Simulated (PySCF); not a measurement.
**Excitation energy of Mn²⁺ by level of theory**

Mn²⁺ [Ar] 3d5 (6S) → Mn²⁺ [Ar] 3d4 4s1 (6D), as a difference of total energies. Computed with PySCF 2.14 in aug-cc-pwCVTZ (10s9p7d4f3g, 127 functions), with the non-relativistic Hamiltonian (point nucleus). Correlated levels: valence: [Ar] frozen; valence and next inner shell: [Ne] frozen; nothing frozen. The calculations carry no spin-orbit coupling.

| method | excitation energy (eV) |
| --- | --- |
| UHF | 7.675 |
| LDA | 8.115 |
| PBE | 7.937 |
| PBE0 | 8.062 |
| r2SCAN | 8.060 |
| r2SCAN0 | 8.115 |
| B97-3 | 8.103 |
| M06-2X | 8.072 |
| MP2 (valence) | 8.187 |
| SCS-MP2 (valence) | 7.846 |
| MP2 (valence and next inner shell) | 8.384 |
| SCS-MP2 (valence and next inner shell) | 8.065 |
| MP2 (all electrons) | 8.413 |
| SCS-MP2 (all electrons) | 8.084 |

**Question.** How much does correlation contribute at MP2 (all electrons)?

**Answer.** 8.413 − (7.675) = 0.738 eV, measured against UHF.

A first-order spin-orbit estimate (lowest level to lowest level, LS coupling) adds -0.072 eV.
